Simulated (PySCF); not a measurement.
PySCF input file for C4H9FO, SMILES COC[C@H](C)F, TDDFT-ωB97X/def2-SVPD. Coordinates come from a PBE-D3(BJ)/def2-SVP optimisation. The values are those of a single conformer.

```python
import numpy as np
from pyscf import gto, scf, dft, tdscf

mol = gto.M(
    atom='''
    C     2.43080745   -0.52741766   -0.32424588
    O     1.05221286   -0.30384895   -0.47669211
    C     0.39804391   -0.04867874    0.74160810
    C    -1.07548820    0.24695105    0.49683448
    C    -1.76434868   -0.76603536   -0.40125812
    F    -1.19553546    1.51643979   -0.07772095
    H     2.95434717    0.35438356    0.12116968
    H     2.85589123   -0.71846917   -1.32881500
    H     2.64616657   -1.41137434    0.32670664
    H     0.85182949    0.82791188    1.26866636
    H     0.47911796   -0.92512594    1.43710710
    H    -1.57397461    0.28882747    1.49402548
    H    -2.81738191   -0.47034378   -0.57131778
    H    -1.23785273   -0.81837229   -1.37285126
    H    -1.75011363   -1.77351967    0.06070285
    ''',
    basis='def2-SVPD',
    charge=0,
    spin=0,
    max_memory=1600,
    verbose=4,
)
mf = dft.RKS(mol, xc='wb97x').density_fit(auxbasis='def2-universal-jkfit')
mf.grids.level = 3
mf.conv_tol = 1e-9
mf.max_cycle = 100
mf.kernel()
mf.grids = dft.Grids(mol).set(level=1).build(with_non0tab=True)  # coarser grid for the response kernel
td = tdscf.TDDFT(mf)
td.singlet = True
td.nstates = 10
td.conv_tol = 1e-4
td.positive_eig_threshold = 1e-6
td.kernel(x0=td.get_init_guess(mf, 15))
td.analyze()
tt = tdscf.TDA(mf)
tt.singlet = False
tt.nstates = 4
tt.conv_tol = 1e-4
tt.positive_eig_threshold = 1e-6
tt.kernel(x0=tt.get_init_guess(mf, 9))
tt.analyze(verbose=3)
```

It prints:

```
PySCF version 2.14.0

[INPUT] verbose = 4
[INPUT] num. atoms = 15
[INPUT] num. electrons = 50
[INPUT] charge = 0
[INPUT] spin (= nelec alpha-beta = 2S) = 0
[INPUT] symmetry False subgroup None
[INPUT] Mole.unit = angstrom
[INPUT] Symbol           X                Y                Z      unit          X                Y                Z       unit  Magmom
[INPUT]  1 C      2.430807450000  -0.527417660000  -0.324245880000 AA    4.593560342052  -0.996674930659  -0.612735910219 Bohr   0.0
[INPUT]  2 O      1.052212860000  -0.303848950000  -0.476692110000 AA    1.988394130145  -0.574191298737  -0.900817533641 Bohr   0.0
[INPUT]  3 C      0.398043910000  -0.048678740000   0.741608100000 AA    0.752193975451  -0.091989486689   1.401436200759 Bohr   0.0
[INPUT]  4 C     -1.075488200000   0.246951050000   0.496834480000 AA   -2.032378148201   0.466669850674   0.938881096441 Bohr   0.0
[INPUT]  5 C     -1.764348680000  -0.766035360000  -0.401258120000 AA   -3.334135793438  -1.447597032133  -0.758267952058 Bohr   0.0
[INPUT]  6 F     -1.195535460000   1.516439790000  -0.077720950000 AA   -2.259234591606   2.865655887493  -0.146871309641 Bohr   0.0
[INPUT]  7 H      2.954347170000   0.354383560000   0.121169680000 AA    5.582907028184   0.669687871448   0.228977509801 Bohr   0.0
[INPUT]  8 H      2.855891230000  -0.718469170000  -1.328815000000 AA    5.396852266247  -1.357709960244  -2.511096420214 Bohr   0.0
[INPUT]  9 H      2.646166570000  -1.411374340000   0.326706640000 AA    5.000530097280  -2.667110961839   0.617386072677 Bohr   0.0
[INPUT] 10 H      0.851829490000   0.827911880000   1.268666360000 AA    1.609724440928   1.564526708474   2.397431963849 Bohr   0.0
[INPUT] 11 H      0.479117960000  -0.925125940000   1.437107100000 AA    0.905401725760  -1.748234657331   2.715738830668 Bohr   0.0
[INPUT] 12 H     -1.573974610000   0.288827470000   1.494025480000 AA   -2.974380939919   0.545804815551   2.823298980322 Bohr   0.0
[INPUT] 13 H     -2.817381910000  -0.470343780000  -0.571317780000 AA   -5.324080198204  -0.888820928593  -1.079634134295 Bohr   0.0
[INPUT] 14 H     -1.237852730000  -0.818372290000  -1.372851260000 AA   -2.339202642245  -1.546499496033  -2.594312891164 Bohr   0.0
[INPUT] 15 H     -1.750113630000  -1.773519670000   0.060702850000 AA   -3.307235447568  -3.351466452829   0.114711761481 Bohr   0.0

nuclear repulsion = 260.011042907167
number of shells = 86
number of NR pGTOs = 276
number of NR cGTOs = 198
basis = def2-SVPD
ecp = {}


[settings echo left out]
init E= -333.086599418036
  HOMO = -0.33515582189026  LUMO = 0.0476704812040993  gap/eV = 10.41723
cycle= 1 E= -332.485717424307  delta_E= 0.601  |g|= 0.716  |ddm|= 4.59
  HOMO = -0.291063211885171  LUMO = 0.0767028490262271  gap/eV = 10.00742
cycle= 2 E= -332.481192351015  delta_E= 0.00453  |g|=  0.8  |ddm|= 1.33
  HOMO = -0.379983663803623  LUMO = 0.0874099616456152  gap/eV = 12.71843
cycle= 3 E= -332.587443955716  delta_E= -0.106  |g|= 0.0494  |ddm|= 0.62
  HOMO = -0.372397894579903  LUMO = 0.0904273645047344  gap/eV = 12.59412
cycle= 4 E= -332.587967276036  delta_E= -0.000523  |g|= 0.0174  |ddm|= 0.0936
  HOMO = -0.374680136423152  LUMO = 0.0903973253068542  gap/eV = 12.65540
cycle= 5 E= -332.58804384082  delta_E= -7.66e-05  |g|= 0.00483  |ddm|= 0.0336
  HOMO = -0.374487707088016  LUMO = 0.0905201138007117  gap/eV = 12.65351
cycle= 6 E= -332.58804958164  delta_E= -5.74e-06  |g|= 0.00107  |ddm|= 0.00863
  HOMO = -0.374226221198031  LUMO = 0.0905629022179562  gap/eV = 12.64756
cycle= 7 E= -332.588049845475  delta_E= -2.64e-07  |g|= 0.000606  |ddm|= 0.00251
  HOMO = -0.374310313312079  LUMO = 0.0905646733614058  gap/eV = 12.64989
cycle= 8 E= -332.588049921346  delta_E= -7.59e-08  |g|= 9.05e-05  |ddm|= 0.00096
  HOMO = -0.374306226813906  LUMO = 0.0905657030646951  gap/eV = 12.64981
cycle= 9 E= -332.58804992449  delta_E= -3.14e-09  |g|= 2.92e-05  |ddm|= 0.000326
  HOMO = -0.374305573342792  LUMO = 0.0905667159910397  gap/eV = 12.64982
cycle= 10 E= -332.588049924811  delta_E= -3.21e-10  |g|= 8.44e-06  |ddm|= 9.68e-05
  HOMO = -0.374306296814516  LUMO = 0.0905667097012848  gap/eV = 12.64984
Extra cycle  E= -332.588049924835  delta_E= -2.39e-11  |g|= 5.5e-06  |ddm|= 2.49e-05
converged SCF energy = -332.588049924835
tot grids = 53448
Overwritten attributes  positive_eig_threshold  of <class 'pyscf.tdscf.rks.TDDFT'>


******** <class 'pyscf.tdscf.rks.TDDFT'> for <class 'pyscf.df.df_jk.DFRKS'> ********
nstates = 10 singlet
deg_eia_thresh = 1.000e-03
wfnsym = None
conv_tol = 0.0001
eigh lindep = 1e-12
eigh level_shift = 0
eigh max_cycle = 100


Excitation energies (eV)
[ 7.7063672   8.75989429  8.77641972  9.25048013  9.40720118  9.55281432
  9.66215702  9.78892406  9.81359089 10.08427457]

** Singlet excitation energies and oscillator strengths **
Excited State   1:      7.70637 eV    160.89 nm  f=0.0371
      25 -> 26        0.62378
      25 -> 27        0.14423
      25 -> 30        0.23219
Excited State   2:      8.75989 eV    141.54 nm  f=0.0323
      25 -> 27        0.44858
      25 -> 28       -0.27954
      25 -> 30       -0.33088
      25 -> 31       -0.21448
Excited State   3:      8.77642 eV    141.27 nm  f=0.0157
      25 -> 26       -0.16008
      25 -> 27        0.42803
      25 -> 28        0.44079
      25 -> 29        0.18556
Excited State   4:      9.25048 eV    134.03 nm  f=0.0534
      25 -> 28       -0.21253
      25 -> 29        0.44838
      25 -> 30        0.33981
      25 -> 31       -0.31180
Excited State   5:      9.40720 eV    131.80 nm  f=0.0488
      22 -> 27       -0.15218
      24 -> 26        0.61877
      24 -> 30        0.15055
      24 -> 31        0.10887
Excited State   6:      9.55281 eV    129.79 nm  f=0.0152
      23 -> 26       -0.53193
      23 -> 27        0.30758
      23 -> 29       -0.10344
      23 -> 31       -0.12039
Excited State   7:      9.66216 eV    128.32 nm  f=0.0186
      23 -> 26        0.13980
      25 -> 26       -0.17462
      25 -> 27        0.13887
      25 -> 28       -0.16303
      25 -> 29       -0.23475
      25 -> 30        0.20660
      25 -> 32       -0.39946
      25 -> 33       -0.29094
Excited State   8:      9.78892 eV    126.66 nm  f=0.0179
      25 -> 28        0.14643
      25 -> 32       -0.32604
      25 -> 33        0.16517
      25 -> 34       -0.45909
      25 -> 35        0.21432
      25 -> 36       -0.15223
Excited State   9:      9.81359 eV    126.34 nm  f=0.0177
      22 -> 26       -0.44374
      22 -> 31       -0.11278
      23 -> 27        0.16933
      24 -> 27        0.38086
      24 -> 28        0.17628
      24 -> 30        0.11100
Excited State  10:     10.08427 eV    122.95 nm  f=0.0015
      24 -> 28        0.13651
      25 -> 29       -0.30229
      25 -> 30        0.11405
      25 -> 31       -0.39102
      25 -> 32        0.18530
      25 -> 33       -0.15713
      25 -> 35        0.25016
      25 -> 38       -0.13964

** Transition electric dipole moments (AU) **
state          X           Y           Z        Dip. S.      Osc.
  1        -0.0658     -0.4280      0.0954      0.1966      0.0371
  2        -0.0891     -0.3776     -0.0030      0.1505      0.0323
  3         0.0570      0.2254     -0.1382      0.0732      0.0157
  4        -0.2615     -0.0451     -0.4063      0.2355      0.0534
  5        -0.2117     -0.0374     -0.4066      0.2116      0.0488
  6         0.0775     -0.0149     -0.2420      0.0648      0.0152
  7         0.0956     -0.1842      0.1887      0.0787      0.0186
  8        -0.1694     -0.1401     -0.1621      0.0746      0.0179
  9         0.1213      0.0748     -0.2309      0.0736      0.0177
 10        -0.0608     -0.0142     -0.0453      0.0060      0.0015

** Transition velocity dipole moments (imaginary part, AU) **
state          X           Y           Z        Dip. S.      Osc.
  1        -0.0188     -0.1240      0.0270      0.0165      0.0387
  2        -0.0307     -0.1325      0.0002      0.0185      0.0383
  3         0.0188      0.0748     -0.0432      0.0078      0.0162
  4        -0.0889     -0.0133     -0.1350      0.0263      0.0516
  5        -0.0743     -0.0139     -0.1410      0.0256      0.0493
  6         0.0239     -0.0043     -0.0801      0.0070      0.0133
  7         0.0348     -0.0622      0.0645      0.0092      0.0174
  8        -0.0618     -0.0542     -0.0567      0.0100      0.0185
  9         0.0439      0.0268     -0.0838      0.0097      0.0179
 10        -0.0218     -0.0055     -0.0169      0.0008      0.0014

** Transition magnetic dipole moments (imaginary part, AU) **
state          X           Y           Z
  1        -0.5490      0.2193      0.7261
  2         0.3877     -0.0877      0.3803
  3         0.1645     -0.0267     -0.0048
  4        -0.0028     -0.3513      0.1175
  5         0.0131     -0.3935     -0.1489
  6        -0.0502      0.1011      0.0433
  7        -0.0985     -0.0008      0.1917
  8        -0.9053      0.1515      0.4928
  9        -0.4549     -0.4228      0.2294
 10         0.0907      0.5298     -0.1482
Overwritten attributes  positive_eig_threshold  of <class 'pyscf.tdscf.rks.TDA'>


******** <class 'pyscf.tdscf.rks.TDA'> for <class 'pyscf.df.df_jk.DFRKS'> ********
nstates = 4 triplet
deg_eia_thresh = 1.000e-03
wfnsym = None
conv_tol = 0.0001
eigh lindep = 1e-12
eigh level_shift = 0
eigh max_cycle = 100


Excitation energies (eV)
[7.60432747 8.41481159 8.70608891 9.09256713]

** Triplet excitation energies and oscillator strengths **
Excited State   1:      7.60433 eV    163.04 nm  f=0.0000
Excited State   2:      8.41481 eV    147.34 nm  f=0.0000
Excited State   3:      8.70609 eV    142.41 nm  f=0.0000
Excited State   4:      9.09257 eV    136.36 nm  f=0.0000
```

The calculation finished and met its thresholds.

Cost: about 14 core-minutes (a rough figure).
